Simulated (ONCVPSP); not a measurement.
# Ranking ONCV potentials for Xe (Z = 54)

All share these settings but for the change named:

| Property | Result |
| --- | --- |
| Element | xenon |
| Generator | ONCVPSP 4.0.1 |
| Type | optimised norm-conserving Vanderbilt (ONCV) |
| Functional | PBEsol |
| Relativity | scalar-relativistic |
| Frozen core | [Ar] 3d10 |
| Valence charge | 26 |
| Reference configuration | 4s2 4p6 4d10 5s2 5p6 |
| Partial waves | 4s+5s: rc 1.30 bohr, ncon 5, nbas 8, qcut 11.6 1/bohr, 3 projectors, debl 3.4 Ha; 4p+5p: rc 1.00 bohr, ncon 4, nbas 8, qcut 15.3 1/bohr, 2 projectors; 4d: rc 0.95 bohr, ncon 3, nbas 8, qcut 10.4 1/bohr, local |
| Local potential | the d channel |
| Core correction | none |

Test errors are all-electron minus pseudo excitation energies from the reference, over 4s2 4p6 4d10 5s2 5p5; 4s2 4p6 4d10 5s2 5p4; 4s2 4p6 4d10 5s2 5p3; 4s2 4p6 4d10 5s2 5p2. None of these files shows a bound ghost.

The base gives 21.9 meV.

Of 6 variants that were run, those that failed, showed a ghost or another fault, or gave nearly equal values are left out.

A variant can come out equal or close to the base, since the largest error may sit in a test that the change hardly touches while other tests move.

**Question.** Rank these variants by their largest absolute test error, smallest first.
A. all radii scaled by about 1.11 (s 1.44, p 1.12, d 1.06 bohr)
B. all radii scaled by about 0.86 (s 1.12, p 0.86, d 0.82 bohr)
C. all radii scaled by about 1.29 (s 1.68, p 1.30, d 1.22 bohr)

**Answer.** C (17.4 meV), B (20.4 meV), A (26.6 meV).
